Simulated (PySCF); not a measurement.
Species: C5H9ClSi.
Numbering: `[Cl:1][CH2:2][C@H:3]1[CH:4]=[CH:5][CH2:6][SiH2:7]1`

Probes without a nucleus sit at each ring's centroid and 1 Å off its mean plane on both sides; NICS is minus the shielding there, NICSzz its component along the normal. Level: GIAO PBE0/pcSseg-1 (PySCF, non-relativistic, gas phase) on the GFN2-xTB geometry, one conformer.

Ring bond lengths (Å), with Mayer bond orders in brackets: C3–C4 1.504 (1.00), C4–C5 1.321 (1.91), C5–C6 1.499 (1.04), C6–Si7 1.904 (0.91), Si7–C3 1.920 (0.85).

**Question.** What do the NICS probes read (ppm)?

**Answer.** 
```
           ring                                                      type  NICS(0)  NICS(1), two faces  NICS(1)zz, two faces  rms pucker (Å)  centre to ring atoms, mean (Å)
C3–C4–C5–C6–Si7  5-membered ring with Si; formal bonds 1 double, 4 single     -2.9         -3.5 / -3.3           -3.6 / -5.5            0.05                            1.38
```

**Question.** What can be read from them?

**Answer.** 
- C3–C4–C5–C6–Si7: mean NICS(1)zz -4.6 ppm, shielded. C3, C6, Si7 have four or more neighbours, so the value isn't read as a sign of a π ring current.

**Question.** What is the mean of the two in-plane components of NICS at the second NICS(1) probe listed for ring C3–C4–C5–C6–Si7, 1 Å off the ring?

**Answer.** The isotropic value is a third of the trace: (3 × -3.3 − (-5.5))/2 = -2.2 ppm.

**Question.** List the ring angles and the Hirshfeld charges of the ring atoms.

**Answer.** 
- C3–C4–C5–C6–Si7: C3 103.5° (-0.119 e), C4 119.1° (-0.063 e), C5 119.2° (-0.044 e), C6 104.1° (-0.163 e), Si7 93.4° (+0.329 e); sum 539.2° against 540° for a flat convex ring.

**Question.** What are the shieldings of the ring atoms and their hydrogens in the same run (means over atoms taken as equivalent)?

**Answer.** 
```
   atoms                  environment  σ isotropic (ppm)  principal values of the symmetric part, first atom (ppm)
      C3  sp3 carbon bound to silicon              149.2                                       142.6, 149.6, 155.3
      C4             alkene CH carbon               46.0                                        -60.4, 66.2, 132.2
      C5             alkene CH carbon               44.1                                        -67.6, 58.5, 141.4
      C6  sp3 carbon bound to silicon              169.2                                       155.1, 159.5, 193.1
     Si7                 SiH2 silicon              383.8                                       333.9, 384.6, 432.7
 H on C3             methine hydrogen              29.28                                          25.1, 26.4, 36.3
 H on C4             vinylic hydrogen              25.84                                          23.7, 26.7, 27.2
 H on C5             vinylic hydrogen              25.38                                          23.2, 25.5, 27.4
 H on C6           methylene hydrogen              29.82                                          26.2, 27.1, 36.2
 H on C6           methylene hydrogen              30.01                                          25.3, 27.0, 37.8
H on Si7                Si–H hydrogen              27.52                                          23.8, 24.9, 33.8
H on Si7                Si–H hydrogen              27.14                                          23.1, 26.8, 31.5
```
